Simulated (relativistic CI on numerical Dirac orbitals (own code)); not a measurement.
Cu4+: sensitivity of the levels to the model

Base calculation: Dirac-Coulomb-Breit CI, separate exchange-only KLI orbitals for each configuration, a model potential for QED, valence Slater integrals scaled by 0.85, P86 correlation energy added to each configuration.

CI space (outside the closed core [Ne]): 3s2.3p6.3d7, 3s2.3p6.3d6.4s, 3s2.3p6.3d6.4p, 3s2.3p5.3d8, 3s2.3p6.3d6.4d, 3s2.3p6.3d6.5s, 3s2.3p6.3d6.5p, 3s2.3p6.3d5.4s2, 3s2.3p6.3d6.4f, 3s2.3p6.3d6.5d, 3s2.3p6.3d5.4s.4p, 3s2.3p6.3d6.5g, 3s2.3p4.3d9, 3s.3p6.3d8. Levels of other configurations are missing.

The lowest level and the first level of each name with at least 55 % of one term (blank where a level has no safe partner in the second run):

```tsv
Level	Base (cm⁻¹)	Shift (cm⁻¹)
3s2.3p6.3d7 4F_9/2	0.0	0.0
3s2.3p6.3d7 4F_7/2	1577.3	-6.3
3s2.3p6.3d7 4F_5/2	2686.4	-10.4
3s2.3p6.3d7 4F_3/2	3429.1	-12.9
3s2.3p6.3d7 4P_5/2	19415.2	-3.9
3s2.3p6.3d7 4P_3/2	19542.6	-1.9
3s2.3p6.3d7 4P_1/2	20462.5	-7.5
3s2.3p6.3d7 2G_9/2	21142.0	-3.0
3s2.3p6.3d7 2G_7/2	22606.8	-9.1
3s2.3p6.3d7 2P_3/2	24507.6	-4.8
3s2.3p6.3d7 2P_1/2	25823.6	-10.1
3s2.3p6.3d7 2D_5/2	27742.1	-4.7
3s2.3p6.3d7 2H_11/2	29322.6	-4.7
3s2.3p6.3d7 2D_3/2	30153.3	-16.1
3s2.3p6.3d7 2H_9/2	30690.9	-10.7
3s2.3p6.3d7 2F_5/2	46630.8	-4.3
3s2.3p6.3d7 2F_7/2	47201.8	-7.5
3s2.3p6.3d6.4s 6D_9/2	191354.5	-143.2
3s2.3p6.3d6.4s 6D_7/2	192390.9	-147.2
3s2.3p6.3d6.4s 6D_5/2	193134.6	-149.9
3s2.3p6.3d6.4s 6D_3/2	193642.3	-151.7
3s2.3p6.3d6.4s 6D_1/2	193939.2	-152.7
```

At this charge configurations can still be misplaced by up to about 7 % of their energy. 63 of the 63 excited levels that our extract of the measured tables holds in this range could be paired (the sources list more); they are missed by 2251 cm⁻¹ on average and 6157 at most, and levels without a partner can miss by more.

Question: One thing was changed in a second run, which moved the levels as shown. Which?
A. non-relativistic limit
B. QED terms removed
C. no correlation estimate
D. configuration mixing switched off
E. self-excluded LDA correlation estimate
F. Breit term removed

Answer: B. QED terms removed. QED shifts follow the density of s (and p1/2) electrons at the nucleus, so configurations move by their count of such electrons; where none moves, the smaller shifts of p3/2 electrons and of j = l + 1/2 against j = l − 1/2 set the pattern.
